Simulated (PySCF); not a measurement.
**Electron correlation in Te⁻ (tellurium, charge -1)**

[Kr] 4d10 5s2 5p5, 2P determinant. Calculation: PySCF 2.14, in aug-cc-pVDZ-PP with ECP28MDF (5s4p3d, 32 functions); scalar relativity through the core potential. Frozen: 4s2 4p6 4d10; 7 electrons correlated.

```csv
level,correlation energy (mhartree)
CCSD,-100.94
(T),-2.61
CCSD(T),-103.55
CCSDT,-104.04
```

Diagnostics: T1 = 0.012, D1 = 0.0239, largest double amplitude 0.037.

Cost of the coupled-cluster step: roughly 0.26 core-seconds, for 7 correlated electrons.

Iterations:

```
CC2 = 0
CCSD nocc = (np.int64(4), np.int64(3)), nmo = (23, 23)
frozen orbitals [[0, 1, 2, 3, 4, 5, 6, 7, 8], [0, 1, 2, 3, 4, 5, 6, 7, 8]]
max_cycle = 100
direct = 0
conv_tol = 1e-08
conv_tol_normt = 1e-06
diis_space = 8
diis_start_cycle = 0
Init t2, MP2 energy = -0.0867880720264803
Init E_corr(UCCSD) = -0.0867880720268312
cycle = 1  E_corr(UCCSD) = -0.0975064891008957  dE = -0.0107184171  norm(t1,t2) = 0.0468934
cycle = 2  E_corr(UCCSD) = -0.0997758465127695  dE = -0.00226935741  norm(t1,t2) = 0.016742
cycle = 3  E_corr(UCCSD) = -0.10097181598469  dE = -0.00119596947  norm(t1,t2) = 0.00826298
cycle = 4  E_corr(UCCSD) = -0.100953169275612  dE = 1.86467091e-05  norm(t1,t2) = 0.00205774
cycle = 5  E_corr(UCCSD) = -0.100929947550591  dE = 2.3221725e-05  norm(t1,t2) = 0.00111621
cycle = 6  E_corr(UCCSD) = -0.100941297944383  dE = -1.13503938e-05  norm(t1,t2) = 0.000391852
cycle = 7  E_corr(UCCSD) = -0.100942416365332  dE = -1.11842095e-06  norm(t1,t2) = 0.000121184
cycle = 8  E_corr(UCCSD) = -0.10094271179477  dE = -2.95429438e-07  norm(t1,t2) = 3.1992e-05
cycle = 9  E_corr(UCCSD) = -0.100942640027654  dE = 7.17671162e-08  norm(t1,t2) = 7.97142e-06
cycle = 10  E_corr(UCCSD) = -0.100942628251425  dE = 1.17762291e-08  norm(t1,t2) = 2.43391e-06
cycle = 11  E_corr(UCCSD) = -0.100942630379046  dE = -2.12762173e-09  norm(t1,t2) = 5.45641e-07
UCCSD converged
E(UCCSD) = -267.1392267661424  E_corr = -0.1009426303790464
UCCSD(T) correction = -0.00261136910121477
```
